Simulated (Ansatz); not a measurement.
Which method gave which barrier?

Saddle point of SiN2H10O2, singlet (SiN₂H₆ ([NH2][SiH2][NH2]) + H₂O + H₂O → SiNH₅O ([NH2][SiH2][OH]) + H₂O + NH₃; bonds formed: Si1–O7, N2–H8, H6–O9; bonds broken: Si1–N2, H6–O7, H8–O9), PBE0-D4/def2-TZVP structure:

| atom | x (Å) | y (Å) | z (Å) |
| --- | --- | --- | --- |
| Si1 | -0.7343 | 0.1946 | -0.6361 |
| N2 | 0.3333 | -1.2819 | -0.2679 |
| H3 | -1.4098 | -0.4882 | -1.8212 |
| H4 | -1.8697 | 0.1800 | 0.3270 |
| N5 | -0.1323 | 1.5066 | -1.5717 |
| H6 | 0.4470 | 0.1995 | 1.6436 |
| O7 | 0.2355 | 1.0390 | 0.8826 |
| H8 | 0.5015 | -1.3221 | 0.9817 |
| O9 | 0.7016 | -0.9353 | 2.1390 |
| H10 | -0.0805 | -2.1128 | -0.6761 |
| H11 | 1.2478 | -1.1757 | -0.6983 |
| H12 | 0.1046 | 2.4013 | -1.1771 |
| H13 | -0.4480 | 1.5830 | -2.5239 |
| H14 | 1.0793 | 1.4321 | 0.6430 |
| H15 | 0.0239 | -1.2202 | 2.7554 |

Program: Ansatz 0.2.0. Basis: def2-TZVPP, with def2-QZVPP for the basis limit. Cores are frozen in the correlated methods. B3LYP uses VWN-RPA correlation. Extrapolation: Hartree–Fock as exp(−7.88 √X), correlation as X^−2.97. Four methods, as single points on the PBE0-D4 structures, gave these electronic barriers from the start structure: 62.5, 89.3, 103.9, 159.2 kJ/mol.

Task: The methods were, in alphabetical order, B3LYP-D4, BHLYP-D4, HF, PBE-D4. Which gave which? (A judgement: the text doesn't fix the answer.)

Result: The calculation gives: PBE-D4 62.5; B3LYP-D4 89.3; BHLYP-D4 103.9; HF 159.2 kJ/mol. For comparison, CCSD(T) at an estimated basis limit (MP2 extrapolated from triple and quadruple zeta, plus CCSD(T) − MP2 in triple zeta) gives 89.9 kJ/mol.

The T1 diagnostic stays at or below 0.011.

The step is the kind of ligand exchange by which a precursor binds to a hydroxyl group, or is hydrolysed, in atomic layer deposition of oxides.

Labels in which every atom is bracketed show which atoms are joined, not bond orders.

For scale, one of the runs: CCSD(T)/def2-TZVPP, 306 basis functions, launched by `ansatz run in.yaml --threads 8 --pin off --events-out ev --progress --plain --max-ram 19148MiB`. The run took 4.9 min on 8 CPU threads of an Intel Xeon (shared host), with 11 GiB of host memory at its peak.
